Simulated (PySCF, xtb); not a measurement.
Cd(I)(OH) (CdHIO), SMILES [I][Cd][OH]. The values are those of a single conformer.

Harmonic wavenumbers (cm⁻¹) from GFN2-xTB (xtb) at its own minimum, in rising order: 76, 211, 297, 391, 699, 3632.

Question: What does PBE0-D3(BJ)/def2-TZVP in PySCF give at its own minimum? (An estimate is asked for; the answer gives what the named calculation found.)

Answer: 97, 102, 209, 590, 788, 3888. Paired by order, the mean absolute difference is 127 cm⁻¹ and the zero-point energies are 7.6 and 8.1 kcal/mol.
